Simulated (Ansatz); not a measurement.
`[SeH]C1CC=N1` + H₂Se → `[SeH][SeH]` + `C1=NCC1` at 700 K and 1 bar (ligand exchange at the Se–C bond).

Program: Ansatz. Geometries: PBE0-D4/def2-TZVP. ΔE: electronic, gas phase. CBS: MP2 limit from def2 TZ/QZ plus the TZ coupled-cluster correction, frozen cores. For Se outer-core shells are correlated without core-valence functions, which leaves a few kJ/mol of doubt a bond. Scalar relativity is left out up to krypton. One conformer a species, not always the lowest.

```
       species  CCSD(T)/CBS energy (Eh)  H − E (kJ/mol)  S (J/(mol·K))
`[SeH]C1CC=N1`              -2572.50448           259.0          421.6
          H₂Se              -2401.89790            61.1          251.1
  `[SeH][SeH]`              -4802.61264            78.5          328.9
     `C1=NCC1`               -171.80304           248.1          342.4
```

H − E and S are ideal-gas, rigid-rotor, harmonic terms from PBE0-D4/def2-TZVP, for one conformer and one mirror image of each species. 1 Eh = 2625.50 kJ/mol, R = 8.31446 J/(mol·K).

Q: By hand: ΔE, ΔH, ΔS and ΔG.

A: ΔE = (-4802.61264) + (-171.80304) − (-2572.50448) − (-2401.89790) = -0.01330 Eh = -34.9 kJ/mol. Δ(H − E) = 78.5 + 248.1 − 259.0 − 61.1 = 6.5, so ΔH = -28.4 kJ/mol. ΔS = 328.9 + 342.4 − 421.6 − 251.1 = -1.4 J/(mol·K). ΔG = -28.4 − 700 × (-1.4)/1000 = -27.4 kJ/mol.

Q: By hand: the equilibrium constant, and the temperature at which ΔG would vanish if ΔH and ΔS stayed fixed.

A: log₁₀ K = −ΔG/(RT ln 10) = 2.0. ΔG = 0 at ΔH/ΔS = 20286 K, far beyond where these terms or the molecules hold.

The number of gas molecules stays the same, so ΔS is small and ΔH decides. A doubt of 5 kJ/mol in ΔE shifts log₁₀ K by 0.4 here. Other conformers and mirror images would add mixing entropy, several J/(mol·K) or more a flexible species. These are equilibria of isolated gas molecules and say nothing of rates. Largest T1 diagnostic: 0.011 (customary marks: 0.02 for closed shells, 0.045 for open ones).
